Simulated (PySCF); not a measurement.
Compound: C₃H₉O₃PSi₃.
Cartesian coordinates in Å at the PBE0-D3(BJ)/def2-SVP level; atoms count from 1:
```
atom  x, y, z in Å
C1     3.6368   -0.6745   -1.2251
C2     2.3857   -0.2576   -0.6227
C3     1.3288    0.0880   -0.1217
Si4   -0.2163    0.6329    0.6656
P5     0.0468    2.2152    2.2303
O6    -0.9592   -0.6756    1.3745
Si7   -2.2780   -1.5824    0.9229
O8    -2.9779   -0.8254   -0.3814
Si9   -2.6002    0.5630   -1.2141
O10   -1.2508    1.2195   -0.4971
H11    3.4886   -1.5573   -1.8664
H12    4.0607    0.1294   -1.8466
H13    4.3776   -0.9358   -0.4532
H14    1.1300    1.5101    2.8407
H15    0.9090    2.9849    1.3893
H16   -1.8418   -2.9454    0.5224
H17   -3.2433   -1.6336    2.0505
H18   -3.7225    1.5307   -1.1149
H19   -2.3046    0.2212   -2.6300
```

Theory: PBE0-D3(BJ)/def2-SVP geometry optimisation, gas phase (PySCF 2.14.0).

Masses are those of the commonest isotopes; rigid-rotor values at the optimised geometry. The values belong to one conformer with, in the numbering `[CH3:1][C:2]#[C:3][Si:4]1([PH2:5])[O:6][SiH2:7][O:8][SiH2:9][O:10]1`, C3–Si4–P5–H -47° and 47°, C3–Si4–O6–Si7 -104°, Si4–O6–Si7–O8 -8°, O6–Si7–O8–Si9 0°, Si7–O8–Si9–O10 0°.

(1) What are A, B and C (MHz)?

(2) What kind of rotor is it?

(3) Is it planar, by Δ = Ic − Ia − Ib?

(4) Give the other two planar moments, Paa and Pbb, and the rms extents of the mass along the axes.

(5) Where do the levels up to J = 5 lie, in cm⁻¹?

(6) Which types of transition are allowed, and where do some lines up to J = 2 fall?

## Answers

(1) Ia = 599.56, Ib = 988.03, Ic = 1165.00 u·Å²; 505379 MHz·u·Å²/I gives A = 842.9, B = 511.5, C = 433.8 MHz.

(2) An asymmetric top; Ray's κ = -0.620.

(3) Not planar: Δ = Ic − Ia − Ib = -422.59 u·Å². For a rigid frame Δ = −2 Σ m c², so Σ m c² = 211.29 u·Å² lies off the ab plane: 24.16 from hydrogen and 187.13 from heavier atoms. The atom farthest from that plane is 2.25 Å away.

(4) Paa = Σ m a² = (Ib + Ic − Ia)/2 = 776.74 and Pbb = Σ m b² = (Ia + Ic − Ib)/2 = 388.26 u·Å². With the mass M = 207.96 u, the rms extents √(P/M) along a, b and c are 1.93, 1.37, 1.01 Å.

(5) Above 0(0,0):
J = 1: 1(0,1) 0.0315, 1(1,1) 0.0426, 1(1,0) 0.0452
J = 2: 2(0,2) 0.0942, 2(1,2) 0.1031, 2(1,1) 0.1108, 2(2,1) 0.1440, 2(2,0) 0.1444
J = 3: 3(0,3) 0.1872, 3(1,3) 0.1935, 3(1,2) 0.2090, 3(2,2) 0.2386, 3(2,1) 0.2406, 3(3,1) 0.3006, 3(3,0) 0.3006
J = 4: 4(0,4) 0.3098, 4(1,4) 0.3138, 4(1,3) 0.3394, 4(2,3) 0.3644, 4(2,2) 0.3699, 4(3,2) 0.4274, 4(3,1) 0.4277, 4(4,1) 0.5132, 4(4,0) 0.5133
J = 5: 5(0,5) 0.4613, 5(1,5) 0.4635, 5(1,4) 0.5013, 5(2,4) 0.5212, 5(2,3) 0.5328, 5(3,3) 0.5861, 5(3,2) 0.5872, 5(4,2) 0.6718, 5(4,1) 0.6718, 5(5,1) 0.7821, 5(5,0) 0.7821

(6) The dipole components are |μa| = 2.27 D, |μb| = 1.77 D, |μc| = 0.00 D. Intensities carry the squares of the components, which stand as 1.00 : 0.61 : 0.00 (a : b : c). Some of the stronger lines:

```tsv
type	branch	J(Ka,Kc)	MHz	lower level (cm⁻¹)
b	Q	1(1,0) ← 1(0,1)	409	0.032
b	Q	2(1,1) ← 2(0,2)	499	0.094
a	R	1(0,1) ← 0(0,0)	945	0.000
b	Q	2(2,0) ← 2(1,1)	1006	0.111
b	Q	2(2,1) ← 2(1,2)	1227	0.103
b	R	1(1,1) ← 0(0,0)	1277	0.000
b	R	2(0,2) ← 1(1,1)	1547	0.043
a	R	2(1,2) ← 1(1,1)	1813	0.043
a	R	2(0,2) ← 1(0,1)	1878	0.032
a	R	2(1,1) ← 1(1,0)	1968	0.045
b	R	2(1,2) ← 1(0,1)	2144	0.032
b	R	2(2,1) ← 1(1,0)	2963	0.045
b	R	2(2,0) ← 1(1,1)	3052	0.043
```

Whether it is a minimum is left open (no frequencies). No vibrational averaging or centrifugal distortion is included, and the geometry carries the error of its method. A rigid rotor knows nothing of internal rotation, which can split or shift real lines.

The run took 7.3 min of wall time on one thread of an Intel Xeon at 2.50 GHz, shared host with 64 logical CPUs at a one-minute load of 60, and the process peaked at 0.92 GiB of memory. That covers the optimisation of the geometry.
